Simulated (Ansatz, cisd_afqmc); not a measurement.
System: O, charge 1, quartet.

Total energies in aug-cc-pVQZ, 5 correlated electrons, 1 frozen orbitals. Open shells are spin-unrestricted; no spin-orbit coupling. Cores are frozen in correlated methods. No relativity. The Monte Carlo rows (phaseless AFQMC, CISD trial, step 0.005/hartree) carry one-sigma bars that omit the constraint's bias. Outlying blocks are dropped, and bars are widened where a walk drifts. Over all cases where full CI ran beside it in this data, AFQMC minus full CI had a median of +0.1 mEh and passed +0.4 mEh in a tenth of the cases.

| method | program | energy (Eh) | minus CCSDT(Q) (mEh) |
|---|---|---|---|
| HF | Ansatz | -74.37573 | 123.14 |
| MP2 | Ansatz | -74.48303 | 15.84 |
| CCSD | Ansatz | -74.49669 | 2.18 |
| CCSD(T) | Ansatz | -74.49865 | 0.22 |
| CCSDT(Q) | Ansatz | -74.49887 | 0.00 |
| AFQMC/CISD | cisd_afqmc | -74.4988 ± 0.0001 | 0.1 ± 0.1 |

Ansatz is a first-principles code.
